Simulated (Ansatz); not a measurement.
C3H8N (SMILES [CH2]NCC), doublet, geometry from GFN2-xTB; MP2/cc-pVDZ (Ansatz, an electronic-structure program).

The Ansatz input:
Ansatz 0.2 input:
```yaml
crystal:
  periodic: [false, false, false]
  atoms:
    - {symbol: C, position_ang: [1.83837788, 0.50768624, 0.14523692]}
    - {symbol: N, position_ang: [0.47015236, 0.43049383, 0.36749993]}
    - {symbol: C, position_ang: [-0.35118331, -0.32436927, -0.54864423]}
    - {symbol: C, position_ang: [-1.73716938, -0.54538228, 0.04424207]}
    - {symbol: H, position_ang: [2.31059317, -0.39053467, -0.20746643]}
    - {symbol: H, position_ang: [2.38702468, 1.14489471, 0.81266347]}
    - {symbol: H, position_ang: [0.05420302, 1.31043497, 0.64595892]}
    - {symbol: H, position_ang: [-0.44485095, 0.17886649, -1.52564641]}
    - {symbol: H, position_ang: [0.14296480, -1.28515797, -0.71687676]}
    - {symbol: H, position_ang: [-1.65803034, -1.04878092, 1.00444777]}
    - {symbol: H, position_ang: [-2.33823590, -1.15637235, -0.62364002]}
    - {symbol: H, position_ang: [-2.24488629, 0.40558487, 0.19305125]}
basis:
  gaussian:
    orbitals: cc-pVDZ
magnetization: {spin_polarized: true, initial_magnetization: 1}
correlation: {method: mp2}
```

It wrote (shortened):

```
Functional definition: HF
872 factors; integrals over basis functions are off by at most 1.1e-3 eV
mean field evaluation 1: about -4695.8365 eV, gradient 2.0e1 eV
mean field evaluation 2: about -4696.0218 eV, gradient 2.0e1 eV
mean field evaluation 4: about -4698.4889 eV, gradient 2.6e0 eV
mean field evaluation 8: about -4698.5629 eV, gradient 2.4e-1 eV
mean field evaluation 16: about -4698.5647 eV, gradient 1.8e-6 eV
mean field -4698.56472003 eV, -172.6690686596 hartree, gradient 1.8e-6 eV, S^2 0.760594; 0 other end points of the search recorded, 0 dependent functions left out
4 core orbitals not correlated
reference -4698.56472003 eV, -172.6690686596 hartree; 13, 12 occupied and 79, 80 virtual orbitals, 872 factors
second order -15.79619470 eV of doubles, -0.00000000 eV of singles
Total energy: -4714.36091473 eV, -173.2495681078 hartree
```
